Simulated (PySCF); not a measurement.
CdI₂, SMILES [I][Cd][I]. Coordinates come from a r2SCAN-D4/def2-SVP optimisation. The isomer is the one that the SMILES or the coordinates give; other isomers of the formula were not compared. The def2 effective core potentials stand for the cores of Cd, I; spin–orbit coupling is left out.

Computed equilibrium geometry at r2SCAN-D4/def2-SVP (PySCF confirms it by a frequency run) as Cartesian coordinates in Å, and its point group:
point group D∞h.
```xyz
3

Cd     0.0000     0.0000     0.0000
I      0.0000     0.0000    -2.5920
I      0.0000     0.0000     2.5920
```
Charge 0, spin multiplicity 1.
